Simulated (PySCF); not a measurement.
Cards and structures have been mixed up. Pair them.

Structures:
1. `[CH3][W]([CH3])(=[O])=[O]`
2. `CC(C)COC=O`
3. `C(=C(C)\C=C/C(=O)O)/C`

Card P (geometry PBE0-D3(BJ)/def2-SVP):
* Rotational constants A, B, C: 4.375, 0.776, 0.681 GHz
* Static isotropic polarisability (wB97X-D/def2-SVPD): 103.6 au
* Lowest triplet excitation (Tamm–Dancoff) (TDA wB97X-D/def2-SVPD): 2.83 eV
* Isotropic shieldings of nuclei other than C and H, by class (GIAO PBE0/pcSseg-1): -110 (1 O), 116 (1 O) ppm
* Point group: C1
* Strongest line among the 10 lowest singlet transitions (TDDFT wB97X-D/def2-SVPD): S1 at 4.81 eV (258 nm, f = 0.511)

Card Q (geometry PBE0-D3(BJ)/def2-SVP):
* Rotational constants A, B, C: 3.570, 3.025, 2.844 GHz
* Static isotropic polarisability (CAM-B3LYP/def2-SVPD): 70.4 au
* Lowest triplet excitation (Tamm–Dancoff) (TDA CAM-B3LYP/def2-SVPD): 4.27 eV
* HOMO energy (CAM-B3LYP/def2-SVPD): -10.12 eV
* Vertical ionisation energy (ΔSCF CAM-B3LYP/def2-SVPD): 10.90 eV
* Dipole moment (CAM-B3LYP/def2-SVPD): 4.02 D

Card R (geometry PBE0-D3(BJ)/def2-SVP):
* Rotational constants A, B, C: 4.675, 1.605, 1.424 GHz
* Static isotropic polarisability (wB97X-D/def2-SVPD): 68.6 au
* Point group: C1
* Strongest line among the 10 lowest singlet transitions (TDDFT wB97X-D/def2-SVPD): S2 at 8.03 eV (154 nm, f = 0.125)
* HOMO energy (wB97X-D/def2-SVPD): -10.30 eV
* 13C chemical shifts (computed TMS as zero) by class (GIAO KT3/pcSseg-1): 151.0 (1 C), 69.5 (1 C), 31.2 (1 C), 20.1 (2 C) ppm

Species are written as SMILES; each is one conformer at its optimised geometry, gas phase (atoms past krypton carry core potentials, spin–orbit coupling is left out). Electronic properties by PySCF. NMR classes are plain means over equivalent atoms (diastereotopic ones count apart unless rotation or inversion swaps them), as if these changed places fast.

Q: Which card belongs to which structure?

A: P = 3, Q = 1, R = 2. What ties each card to its structure:
- 1 (card Q), C2H6O2W, monoisotopic mass 246.0 u, 5 heavy atoms: an asymmetric top with C = 2.844 GHz, the highest such constant on the cards; polarisability 70.4 au for 108 electrons; dipole 4.02 D.
- 2 (card R), C5H10O2, monoisotopic mass 102.1 u, 7 heavy atoms: 5 C in 4 classes; the least shielded carbon (151.0 ppm) is an ester carbonyl carbon; an asymmetric top with C = 1.424 GHz; polarisability 68.6 au for 56 electrons.
- 3 (card P), C7H10O2, monoisotopic mass 126.1 u, 9 heavy atoms: an asymmetric top with C = 0.681 GHz, the lowest such constant on the cards; polarisability 103.6 au for 68 electrons.
